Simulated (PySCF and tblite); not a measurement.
The numbers below are computed, except where a source is named.
Molecule: C6H13N, numbered as in [CH3:1][N:2]1[CH2:3][C:4]([CH3:5])([CH3:6])[CH2:7]1; H are named by their carrier, a and b as at the first point (Å):

```
C1       2.503   -0.422    0.396
N2       1.395    0.294   -0.234
C3       0.366    0.722    0.747
C4      -0.749    0.134   -0.124
C5      -1.789   -0.715    0.588
C6      -1.400    1.175   -1.022
C7       0.386   -0.623   -0.822
H1a      3.448   -0.009    0.034
H1b      2.487   -0.315    1.482
H1c      2.489   -1.486    0.153
H3a      0.453    0.225    1.718
H3b      0.353    1.804    0.899
H5a     -2.412   -1.234   -0.137
H5b     -1.315   -1.457    1.228
H5c     -2.428   -0.088    1.207
H6a     -0.633    1.766   -1.517
H6b     -2.014    0.692   -1.780
H6c     -2.031    1.841   -0.436
H7a      0.388   -0.609   -1.914
H7b      0.480   -1.657   -0.476
```

The mean out-of-plane torsion at N2 (0° is planar) is held and the rest relaxed at GFN2-xTB. Energies: PBE0/pcSseg-1 + D3(BJ). Couplings: B3LYP/6-31G* with H pcJ-1 N pcJ-1, gas phase, for ¹H, ¹⁵N. (tblite 0.8, PySCF 2.14.)

Task: How do the most sensitive couplings change along the out-of-plane angle?

Result: 
```json
{"out-of-plane angle °": "-42", "²J(N2,H7a)": "-5.6", "²J(N2,H3b)": "-5.6", "²J(N2,H3a)": "0.0", "²J(N2,H7b)": "0.0", "²J(H3a,H3b)": "-8.3", "²J(H7a,H7b)": "-8.3", "⁴J(H3b,H7a)": "1.3", "⁴J(H3a,H7b)": "-0.7", "⁴J(H3b,H7b)": "-1.6"}
{"out-of-plane angle °": "-26", "²J(N2,H7a)": "-4.0", "²J(N2,H3b)": "-4.0", "²J(N2,H3a)": "0.5", "²J(N2,H7b)": "0.5", "²J(H3a,H3b)": "-5.8", "²J(H7a,H7b)": "-5.8", "⁴J(H3b,H7a)": "-0.9", "⁴J(H3a,H7b)": "-1.0", "⁴J(H3b,H7b)": "-0.6"}
{"out-of-plane angle °": "0", "²J(N2,H7a)": "-0.4", "²J(N2,H3b)": "-0.4", "²J(N2,H3a)": "-0.6", "²J(N2,H7b)": "-0.6", "²J(H3a,H3b)": "-4.3", "²J(H7a,H7b)": "-4.4", "⁴J(H3b,H7a)": "-1.3", "⁴J(H3a,H7b)": "-1.4", "⁴J(H3b,H7b)": "0.7"}
{"out-of-plane angle °": "27", "²J(N2,H7a)": "0.4", "²J(N2,H3b)": "0.4", "²J(N2,H3a)": "-3.9", "²J(N2,H7b)": "-3.9", "²J(H3a,H3b)": "-6.0", "²J(H7a,H7b)": "-6.0", "⁴J(H3b,H7a)": "-0.9", "⁴J(H3a,H7b)": "-0.6", "⁴J(H3b,H7b)": "-0.8"}
{"out-of-plane angle °": "43", "²J(N2,H7a)": "0.0", "²J(N2,H3b)": "0.0", "²J(N2,H3a)": "-5.2", "²J(N2,H7b)": "-5.2", "²J(H3a,H3b)": "-8.8", "²J(H7a,H7b)": "-8.8", "⁴J(H3b,H7a)": "-0.7", "⁴J(H3a,H7b)": "0.9", "⁴J(H3b,H7b)": "-1.5"}
```
Values in Hz.
